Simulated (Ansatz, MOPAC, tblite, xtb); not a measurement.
Bond stretch in W(F)6, SMILES [F][W]([F])([F])([F])([F])[F] (F6W). The W1–F7 bond (W1 also carries F, F, F, F, F; F7 carries nothing else) is varied alone, starting from the PBE0/def2-TZVP, def2 effective core potentials past Kr optimised geometry.

Levels of theory: GFN1-xTB (xtb); GFN2-xTB, 300 K electronic temperature (tblite); PM6, restricted, heats of formation (MOPAC); UKS-PBE0 = Ansatz (a quantum-chemistry and plane-wave program) with unrestricted PBE0/def2-TZVP, def2 effective core potentials past Kr.

Energies relative to the lowest point of each curve near equilibrium, in kJ/mol; the last columns give the difference from UKS-PBE0:

```
R / Å  GFN1-xTB  GFN2-xTB    PM6  UKS-PBE0  GFN1-xTB − UKS-PBE0  GFN2-xTB − UKS-PBE0  PM6 − UKS-PBE0
-----  --------  --------  -----  --------  -------------------  -------------------  --------------
1.52      119.7     138.3  145.2     287.6               -167.9               -149.3          -142.4
1.61       29.9      52.6   66.3     122.1                -92.2                -69.5           -55.8
1.73        0.0       8.4   12.7      20.8                -20.8                -12.5            -8.2
1.78        3.0       2.1    3.3       5.1                 -2.1                 -3.0            -1.8
1.83       11.0       0.0    0.0       0.0                 11.0                  0.0             0.0
1.89       25.2       1.4    2.7       4.6                 20.6                 -3.2            -1.9
1.97       48.9       7.9   15.1      23.5                 25.3                -15.7            -8.4
2.06       79.4      19.9   37.8      56.1                 23.3                -36.2           -18.3
2.24      145.6      55.4   97.3     137.8                  7.8                -82.4           -40.5
2.44      220.6     108.7  168.2     233.4                -12.8               -124.7           -65.2
2.70      314.2     192.0  254.3     347.0                -32.8               -154.9           -92.7
2.97      402.6     284.7  332.1     445.0                -42.3               -160.3          -112.8
3.43          —     429.5  434.0     526.1                    —                -96.6           -92.1
3.84          —     527.2  496.4     550.9                    —                -23.7           -54.5
4.46          —     617.8  556.8     565.8                    —                 52.0            -9.0
5.26          —         —  600.6     572.6                    —                    —            28.0
```

GFN1-xTB is furthest from UKS-PBE0 at 1.52 (-167.9 kJ/mol, below); its mean absolute difference over the points is 38.3 kJ/mol.

GFN2-xTB is furthest from UKS-PBE0 at 2.97 (-160.3 kJ/mol, below); its mean absolute difference over the points is 65.6 kJ/mol.

PM6 is furthest from UKS-PBE0 at 1.52 (-142.4 kJ/mol, below); its mean absolute difference over the points is 45.7 kJ/mol.

A dash means that the run gave no value there, or that the column was ended at a point which the program doubted or which failed a test of continuity chosen for this set; such a test can also cut sound points.

The restricted form behind PM6 keeps the bonding electrons paired and can't separate into open-shell fragments. The unrestricted determinant behind UKS-PBE0 is spin-contaminated at 3.43 to 5.26 Å (<S²> up to 0.9, against 0.00 for a pure singlet).
